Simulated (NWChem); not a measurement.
System: CH$_{6}$AlOP; SMILES [CH3][Al]([OH])[PH2]

The following NWChem deck was run.

```
start job
memory heap 200 mb stack 900 mb global 1100 mb
geometry units angstroms noautoz
  Al    -0.032422    -0.550684     0.020550
  C      1.454414    -1.804606     0.069551
  H      1.905328    -1.914277    -0.931495
  H      1.119916    -2.801994     0.395313
  H      2.257971    -1.469277     0.745327
  O     -1.605592    -1.212632     0.087634
  H     -2.436441    -0.736330     0.064567
  P      0.254029     1.774052    -0.010006
  H     -0.767539     1.988597    -0.987649
  H      1.307571     1.702563    -0.974472
end
basis spherical
  Al library def2-svp
  C library def2-svp
  H library def2-svp
  O library def2-svp
  P library def2-svp
end
dft
  xc xpbe96 cpbe96
  iterations 150
  mulliken
end
task dft energy
```

The geometry was optimised at PBE0/def2-SVP.

Task: Give the results of this calculation. (PBE/def2-SVP.) Quantities: basis functions; energy (Ha); highest occupied level (eV); orbital gap (eV); dipole (D).

Result: The number of basis functions is 94. The energy (Ha) comes out as -700.08 and the highest occupied level (eV) comes out as -5.80. The orbital gap (eV) is 4.81 and the dipole (D) comes out as 0.83.
